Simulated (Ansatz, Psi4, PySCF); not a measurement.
HGa (SMILES [GaH]), singlet, geometry from GFN2-xTB (such geometries of metal compounds can be far from the true shape). Base run: WB97X-V/STO-3G run with PySCF.

Here is a job for PySCF.
```python
from pyscf import gto, scf, dft

mol = gto.M(
    atom='''
Ga   -0.000000   -0.000000   -0.059524
H     0.000000    0.000000    1.845233
''',
    basis='sto-3g',
    charge=0,
    spin=0,
    verbose=3,
)

mf = dft.RKS(mol)
mf.xc = 'wb97x_v'
mf.kernel()
```

The same geometry, method and basis name were run in Ansatz (a first-principles code) and Psi4 and PySCF, at each program's defaults and at the settings that a row names. The base is PySCF at its defaults. Differences at the defaults can come from grids, fitting, cores and function types together. The rows with settings made alike still differ; the cause (another SCF solution, basis table, core potential or functional code) wasn't traced.

```csv
code and settings,ΔE vs base (mEh),basis functions,E (Eh),SCF cycles,dipole (D)
"PySCF, defaults (exact integrals, its default grid, spherical functions)",0.000,19,-1902.52499,16,0.40
"Psi4, defaults (density fitting with its default set, its default grid, spherical functions)",73.062,19,-1902.45193,19,0.33
"Ansatz, defaults (factorised integrals, its default grid, spherical functions)",-7.802,19,-1902.53279,-,-
"PySCF, density fitting with def2-universal-jkfit",-1.578,19,-1902.52657,16,0.39
"PySCF, fine grid",0.000,19,-1902.52499,16,0.40
"Psi4, exact integrals, spherical functions, fine grid",74.705,19,-1902.45029,22,0.33
"Ansatz, high accuracy",-7.803,19,-1902.53279,-,-
```
